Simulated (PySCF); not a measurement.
Nb(S)(F)(NH2)2 (FH4N2NbS), SMILES [NH2][Nb]([NH2])([F])=[S], multiplicity 1.

Geometry: B3LYP-D3(BJ)/def2-SVP. The multiplicity is an assumed one; other spin states were not compared. The def2 effective core potentials stand for the cores of Nb; spin–orbit coupling is left out. The values are those of a single conformer.

All values below come from PBE/def2-TZVP (PySCF).

Symmetry labels are those of the subgroup Cs that the program uses (full group Cs).

Computed valence orbital energies around the gap with their symmetry:
```csv
orbital,symmetry,energy (eV)
HOMO−7,A',-10.14
HOMO−6,A',-9.75
HOMO−5,A",-9.53
HOMO−4,A',-7.32
HOMO−3,A',-7.21
HOMO−2,A",-6.68
HOMO−1,A",-6.43
HOMO,A',-6.39
LUMO,A",-2.61
LUMO+1,A',-2.36
LUMO+2,A',-1.58
LUMO+3,A",-0.98
```
